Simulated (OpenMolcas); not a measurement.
**Mn4+ in a point-charge field**

Mn4+ among 6 point charges of -2 e arranged as a tetragonal octahedron (D4h), 1.78 Å from the ion, with the axial distance 1.638 Å.

```yaml
Program: OpenMolcas 26.06
Method: "SS-CASPT2, IPEA 0.25 Eh, imaginary shift 0.1 Eh (closed shells correlated: 3s 3p)"
Basis: ANO-RCC-VTZP [6s5p3d2f1g]
Scalar_Hamiltonian: DKH2, point nucleus
Active_space: 3 electrons in 5 orbitals (3d)
State_averaging: 2S+1 = 4 even, 10 roots; 2S+1 = 2 even, 40 roots
Spin-orbit_coupling: state interaction with AMFI integrals over the reference wave functions
```

The lowest spin-free states (labels of D4, the rotations of D4h), above the lowest:

| State | Degeneracy | E (cm-1) | Free-ion L (%) |
| --- | --- | --- | --- |
| 4B1 | 1 | 0 | F (100) |
| 4B2 | 1 | 4610 | F (100) |
| 4E | 2 | 4740 | F (99) |
| 4A2 | 1 | 8220 | F (100) |
| 4E | 2 | 8270 | F (97) |
| 2B1 | 1 | 19540 | G (79) |
| 2A1 | 1 | 19800 | G (82) |
| 2A2 | 1 | 20120 | G (80) |
| 2E | 2 | 20580 | G (69) |
| 4E | 2 | 21380 | P (96) |
| 2A1 | 1 | 21840 | G (98) |
| 2E | 2 | 23030 | G (88) |
| 2B2 | 1 | 23210 | G (89) |
| 4A2 | 1 | 24790 | P (100) |
| 2E | 2 | 25490 | H (72) |
| 2A2 | 1 | 26570 | P (56) |
| 2B2 | 1 | 27400 | H (70) |
| 2A1 | 1 | 28050 | H (59) |
| 2E | 2 | 28810 | H (67) |
| 2B1 | 1 | 29200 | H (51) |

The lowest levels with spin-orbit coupling:

```json
{"E (cm-1)": "0", "Degeneracy": "2", "Label": "E1/2", "2S+1": "4", "g": "0.00 0.00 5.25"}
{"E (cm-1)": "3", "Degeneracy": "2", "Label": "E3/2", "2S+1": "4", "g": "1.74 3.53 3.53"}
{"E (cm-1)": "4470", "Degeneracy": "2", "Label": "E3/2", "2S+1": "4", "g": "1.72 2.28 2.28"}
{"E (cm-1)": "4540", "Degeneracy": "2", "Label": "E1/2", "2S+1": "4", "g": "0.57 0.57 2.97"}
{"E (cm-1)": "4650", "Degeneracy": "2", "Label": "E1/2", "2S+1": "4", "g": "0.38 0.38 2.92"}
{"E (cm-1)": "4870", "Degeneracy": "2", "Label": "E1/2", "2S+1": "4", "g": "1.72 1.72 2.90"}
{"E (cm-1)": "4880", "Degeneracy": "2", "Label": "E3/2", "2S+1": "4", "g": "0.67 2.82 2.82"}
{"E (cm-1)": "4960", "Degeneracy": "2", "Label": "E3/2", "2S+1": "4", "g": "3.35 3.62 3.62"}
{"E (cm-1)": "7880", "Degeneracy": "2", "Label": "E3/2", "2S+1": "4", "g": "0.71 0.71 1.87"}
{"E (cm-1)": "8100", "Degeneracy": "2", "Label": "E3/2", "2S+1": "4", "g": "0.14 0.76 0.76"}
{"E (cm-1)": "8260", "Degeneracy": "2", "Label": "E1/2", "2S+1": "4", "g": "0.25 3.06 3.06"}
{"E (cm-1)": "8440", "Degeneracy": "2", "Label": "E3/2", "2S+1": "4", "g": "0.39 0.39 3.50"}
{"E (cm-1)": "8610", "Degeneracy": "2", "Label": "E1/2", "2S+1": "4", "g": "0.42 0.42 3.61"}
{"E (cm-1)": "8870", "Degeneracy": "2", "Label": "E1/2", "2S+1": "4", "g": "1.29 1.29 10.05"}
{"E (cm-1)": "19540", "Degeneracy": "2", "Label": "E3/2", "2S+1": "2", "g": "0.13 0.13 1.87"}
{"E (cm-1)": "19730", "Degeneracy": "2", "Label": "E1/2", "2S+1": "2", "g": "0.85 0.85 3.90"}
{"E (cm-1)": "20230", "Degeneracy": "2", "Label": "E1/2", "2S+1": "2", "g": "1.21 1.21 6.59"}
{"E (cm-1)": "20580", "Degeneracy": "2", "Label": "E1/2", "2S+1": "2", "g": "0.57 1.28 1.28"}
{"E (cm-1)": "20670", "Degeneracy": "2", "Label": "E3/2", "2S+1": "2", "g": "1.62 1.62 2.95"}
{"E (cm-1)": "21200", "Degeneracy": "2", "Label": "E1/2", "2S+1": "4", "g": "0.83 0.83 4.15"}
```

Powder χT (cm3 K/mol): 1.29 at 2 K, 1.45 at 10 K, 1.47 at 50 K, 1.5 at 100 K, 1.54 at 200 K, 1.58 at 300 K. The effective moment at 300 K is 2.828 √(χT) = 3.56 μB.

The lowest level has 2S+1 = 4, for which the spin-only value is χT = S(S+1) / 2 = 1.875 cm3 K/mol (g = 2). The computed 1.581 at 300 K differs by -0.294, through orbital momentum, spin-orbit coupling and any other state in reach.

Free-ion shares, where given, are those of the reference states; single-state CASPT2 does not remix them. Point charges carry no covalency, so the field is a model and not that of real ligands. No measured value stands beside these numbers.
